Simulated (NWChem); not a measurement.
System: C₃H₅NOSi; SMILES C(#N)[C@@H]([SiH3])C=O

The following NWChem deck was run.

```
start job
memory heap 200 mb stack 900 mb global 1100 mb
geometry units angstroms noautosym nocenter noautoz
  N      0.967852    -2.515953     0.114887
  C      0.644211    -1.430479    -0.144830
  C      0.225746    -0.063423    -0.419306
  Si    -1.650134     0.155059     0.036549
  C      1.046273     0.971481     0.348822
  O      1.136447     2.123269    -0.003013
  H      0.305397     0.159217    -1.490699
  H     -2.416526    -0.903080    -0.661269
  H     -1.792374     0.022189     1.505755
  H     -2.066836     1.502828    -0.412643
  H      1.527667     0.598426     1.276222
end
basis spherical
  * library 6-31g*
end
dft
  xc b3lyp
  iterations 150
end
cosmo
  do_cosmo_smd true
  solvent toluene
end
task dft energy
```

Geometry: optimised at B3LYP/6-31G* (spherical d). B3LYP is NWChem's, with the RPA form of VWN correlation. Solvent: toluene.

Level: B3LYP/6-31G* with SMD (1 M gas to 1 M solution), gas-phase geometry. Reactions with the solvent are ignored.

**Question.** Give the results of this calculation. (B3LYP/6-31G* (spherical d), SMD on the gas-phase geometry.) Quantities: solvation free energy (kcal/mol); cavity-dispersion-structure term (kcal/mol); dipole in solution (D).

**Answer.** 
```json
{
  "solvation free energy (kcal/mol)": "-4.5",
  "cavity-dispersion-structure term (kcal/mol)": "-0.1",
  "dipole in solution (D)": "2.55"
}
```
